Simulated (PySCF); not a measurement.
Work out the structure from these simulated measurements.

Formula: C11H12O.

| Quantity | Value |
| --- | --- |
| Polarisability | 149.0 au [B3LYP/def2-SVPD] |
| Couplings | largest of the computed one-bond spin–spin couplings (means over like bonds): 13C–1H +168.1, 13C–1H +167.8 (×2), 13C–1H +165.9 (×2), 13C–1H +163.6, 13C–1H +160.7, 13C–1H +134.4 (×3), 13C–1H +128.0 (×2) Hz [B3LYP/pcJ-1, spin–dipole term left out] |
| 1H NMR | chemical shifts (computed TMS as zero) by class: 7.87 (1 H), 7.78 (2 H), 7.53 (2 H), 7.49 (1 H), 6.77 (1 H), 2.44 (2 H), 1.15 (3 H) ppm [GIAO PBE0/pcSseg-1] |
| Rotational structure | rotational constants A, B, C: 3.441, 0.347, 0.316 GHz [PBE0-D3(BJ)/def2-SVP] |
| UV, strongest line | among the 10 lowest singlet transitions: S2 at 4.24 eV (292 nm, f = 0.669) [TDDFT B3LYP/def2-SVPD] |
| UV, first state | lowest singlet excitation: 3.45 eV (360 nm, f = 0.000) [TDDFT B3LYP/def2-SVPD] |
| Dipole | 3.32 D [B3LYP/def2-SVPD] |
| 13C NMR | chemical shifts (computed TMS as zero) by class: 200.3 (1 C), 149.7 (1 C), 138.8 (1 C), 136.8 (1 C), 135.0 (2 C), 134.3 (2 C), 125.7 (1 C), 39.9 (1 C), 9.1 (1 C) ppm [GIAO PBE0/pcSseg-1] |
| Triplet | lowest triplet excitation (Tamm–Dancoff): 2.73 eV [TDA B3LYP/def2-SVPD] |

Electronic properties: PySCF, gas phase, density fitting. Levels stand in brackets. NMR shifts are as computed; neighbouring signals can stand in another order in a measured spectrum. One conformer (not necessarily the lowest) at the PBE0-D3(BJ)/def2-SVP geometry, without solvent, vibrations or thermal averaging. NMR classes are plain means over equivalent atoms (diastereotopic ones count apart unless rotation or inversion swaps them), as if these changed places fast.

Question: What is the compound? Reason from the data.

Answer: Numbering: `[CH3:1][CH2:2][C:3](=[O:4])/[CH:5]=[CH:6]/[c:7]1[cH:8][cH:9][cH:10][cH:11][cH:12]1`. Its formula, C11H12O, gives 6 degrees of unsaturation: 1 ring and 5 π bonds in the structure found (Kekulé form). 11 carbons fall into 9 classes; from least to most shielded: ketone carbonyl carbon [C3] (200.3 ppm), alkene CH carbon [C6] (149.7 ppm), substituted aromatic carbon [C7] (138.8 ppm), aromatic CH carbon [C10] (136.8 ppm), aromatic CH carbon [C8/C12] (135.0 ppm, 2 C, up to 10.1 ppm apart in this geometry), aromatic CH carbon [C9/C11] (134.3 ppm, 2 C), alkene CH carbon [C5] (125.7 ppm), sp3 carbon next to a carbonyl [C2] (39.9 ppm), methyl carbon [C1] (9.1 ppm). Hydrogen classes from least to most shielded: 1 H on an alkene CH carbon, C6 (7.87 ppm), 2 H on the ortho carbons, C8/C12 (7.78 ppm, a mean of values up to 0.5 ppm apart in this geometry), 2 H on the meta carbons, C9/C11 (7.53 ppm), 1 H on the para carbon, C10 (7.49 ppm), 1 H on an alkene CH carbon, C5 (6.77 ppm), 2 H on an sp3 carbon next to a carbonyl, C2 (2.44 ppm), 3 H on a methyl carbon, C1 (1.15 ppm, a mean of values up to 0.5 ppm apart in this geometry). The couplings run between: +168.1 Hz, aromatic CH carbon [C10] and its hydrogen; +167.8 Hz, aromatic CH carbon [C9] and its hydrogen (with 1 like pair); +165.9 Hz, aromatic CH carbon [C8] and its hydrogen (with 1 like pair); +163.6 Hz, alkene CH carbon [C6] and its hydrogen; +160.7 Hz, alkene CH carbon [C5] and its hydrogen; +134.4 Hz, methyl carbon [C1] and its hydrogen (with 2 like pairs); +128.0 Hz, sp3 carbon next to a carbonyl [C2] and its hydrogen (with 1 like pair). S1 is mainly HOMO−1→LUMO (weight 0.95); the largest Löwdin shares of the orbital it empties are 0.62 on the ketone oxygen, 0.11 on the ketone carbonyl carbon, 0.10 on the sp3 carbon next to a carbonyl and 0.08 on an alkene CH carbon, of the orbital it fills 0.18 on an alkene CH carbon, 0.14 on an alkene CH carbon, 0.12 on the ketone carbonyl carbon and 0.11 on the ketone oxygen. By its constants the optimised geometry is an asymmetric top. Structure: `CCC(=O)/C=C/c1ccccc1`. The assignments are read from this structure; whether some other isomer fits the data as well wasn't checked.

The values belong to the conformer `[CH3:1][CH2:2][C:3](=[O:4])/[CH:5]=[CH:6]/[c:7]1[cH:8][cH:9][cH:10][cH:11][cH:12]1`: C1–C2–C3–O4 -2°, C2–C3–C5–C6 -179°, C5–C6–C7–C8 -1°.
